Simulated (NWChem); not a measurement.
# A calculation on HClFHfN

```xyz
5

Hf     0.1102     0.1912    -0.1782
N     -0.4110    -0.4667    -1.7808
H     -0.8617    -0.8311    -2.6133
F     -0.9070     1.7647     0.2780
Cl     0.2335    -1.5032     1.4944
```
Charge 0, spin multiplicity 1.

Everything below was run with NWChem. Structure: optimised with PBE0/def2-SVP with def2 effective core potentials on Hf, a minimum by its harmonic frequencies.

Symmetry labels belong to the abelian group C1 used in the runs, with the axes of the coordinates shown.

Effective core potentials replace the inner electrons of Hf; spin-orbit coupling is left out. The structure started from a generated list of species.

**Question.** List the lowest 4 singlet excitations that CIS/def2-SVP with def2 effective core potentials on Hf gives, with oscillator strengths.

**Answer.** 
```json
[
 {"state": "1", "symmetry": "a", "energy (eV)": "3.77", "wavelength (nm)": "329", "f": "0.028"},
 {"state": "2", "symmetry": "a", "energy (eV)": "3.85", "wavelength (nm)": "322", "f": "0.006"},
 {"state": "3", "symmetry": "a", "energy (eV)": "5.58", "wavelength (nm)": "222", "f": "0.008"},
 {"state": "4", "symmetry": "a", "energy (eV)": "5.77", "wavelength (nm)": "215", "f": "0.003"}
]
```
